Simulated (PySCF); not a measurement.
# Electron affinity of Cs by level of theory

Cs⁻ [Xe] 6s2 (1S) → Cs [Xe] 6s1 (2S), as a difference of total energies. All numbers are calculated (PySCF 2.14, scalar relativity through the core potential, in def2-TZVPPD with the def2 core potential (46 electrons)). Correlated levels: valence: 5s2 5p6 frozen. The calculations carry no spin-orbit coupling.

```tsv
method	electron affinity (eV)
UHF	-0.134
MP2 (valence)	0.209
SCS-MP2 (valence)	0.277
CCSD (valence)	0.412
```

Errors of the correlated levels include the incompleteness of this basis and the frozen core.

A negative affinity means that the anion lies above the atom at that level of theory.

With two correlated electrons CCSD is exact in that space.

The coupled-cluster amplitudes are large for Cs⁻ (T1 above 0.03 or a double amplitude above 0.15), so a single reference is strained.

For comparison: 0.472 eV (measured; photodetachment measurements, as compiled on the Wikipedia data page of electron affinities).
